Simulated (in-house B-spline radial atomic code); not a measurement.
Ionisation energies with and without relativity, with size and susceptibility from the Dirac run. Dirac energy differences include first-order Breit, QED and recoil terms. NIST's values go from ground level to ground level; the uncertainty of those that are theory runs from under 0.1 % in few-electron ions to several per cent in heavy many-electron ones. Computed with an all-electron radial atomic-structure program (B-spline basis): non-relativistic Hartree-Fock and Dirac-Hartree-Fock, averages of the configuration (point nuclei without relativity, finite nuclei with it).

| ion | configuration | configuration after | ionisation non-relativistic (eV) | ionisation Dirac Breit and QED (eV) | tabulated value (eV) | tabulated kind | radius at density 0.001 (bohr) | diamagnetic susceptibility (10⁻⁶ cm³/mol) |
| --- | --- | --- | --- | --- | --- | --- | --- | --- |
| Co3+ | [Ar] 3d6 | [Ar] 3d5 | 53.44 | 53.10 | 51.27 | semi-empirical | 2.654 | -10.245 |
| Ni3+ | [Ar] 3d7 | [Ar] 3d6 | 55.48 | 55.12 | 54.92 | semi-empirical | 2.618 | -10.125 |
| Cu3+ | [Ar] 3d8 | [Ar] 3d7 | ? | ? | ? | semi-empirical | ? | ? |
| Zn3+ | [Ar] 3d9 | [Ar] 3d8 | 59.47 | 59.03 | 59.573 | measured | 2.546 | -9.8507 |
| Ga3+ | [Ar] 3d10 | [Ar] 3d9 | 61.42 | 60.94 | 63.241 | measured | 2.511 | -9.7039 |
| Ge3+ | [Ar] 3d10 4s1 | [Ar] 3d10 | 43.98 | 44.60 | 45.7155 | measured | 3.074 | -11.618 |
| As3+ | [Ar] 3d10 4s2 | [Ar] 3d10 4s1 | ? | ? | ? | measured | ? | ? |
| Se3+ | [Ar] 3d10 4s2 4p1 | [Ar] 3d10 4s2 | 41.72 | 41.81 | 42.947 | measured | 3.303 | -14.768 |
| Br3+ | [Ar] 3d10 4s2 4p2 | [Ar] 3d10 4s2 4p1 | 45.21 | 45.30 | 47.782 | measured | 3.309 | -15.952 |
| Kr3+ | [Ar] 3d10 4s2 4p3 | [Ar] 3d10 4s2 4p2 | 48.76 | 48.87 | 50.85 | measured | 3.273 | -16.771 |
| Rb3+ | [Ar] 3d10 4s2 4p4 | [Ar] 3d10 4s2 4p3 | 52.38 | 52.51 | 52.2 | semi-empirical | 3.219 | -17.324 |
| Sr3+ | [Ar] 3d10 4s2 4p5 | [Ar] 3d10 4s2 4p4 | 56.07 | 56.22 | 56.28 | semi-empirical | 3.157 | -17.683 |
| Zr3+ | [Kr] 4d1 | [Ar] 3d10 4s2 4p6 | 33.77 | 33.34 | 34.41836 | measured | 3.242 | -19.218 |
| Nb3+ | [Kr] 4d2 | [Kr] 4d1 | ? | ? | ? | measured | ? | ? |
| Mo3+ | [Kr] 4d3 | [Kr] 4d2 | 38.71 | 38.22 | 40.33 | semi-empirical | 3.279 | -20.477 |

Q: Fill in the row of Cu3+.

A: ionisation non-relativistic (eV): 57.49; ionisation Dirac Breit and QED (eV): 57.09; tabulated value (eV): 57.38; radius at density 0.001 (bohr): 2.582; diamagnetic susceptibility (10⁻⁶ cm³/mol): -9.9924.

Q: Fill in the row of As3+.

A: ionisation non-relativistic (eV): 47.17; ionisation Dirac Breit and QED (eV): 47.84; tabulated value (eV): 50.15; radius at density 0.001 (bohr): 3.19; diamagnetic susceptibility (10⁻⁶ cm³/mol): -13.07.

Q: Fill in the row of Nb3+.

A: ionisation non-relativistic (eV): 36.26; ionisation Dirac Breit and QED (eV): 35.80; tabulated value (eV): 37.611; radius at density 0.001 (bohr): 3.288; diamagnetic susceptibility (10⁻⁶ cm³/mol): -20.015.
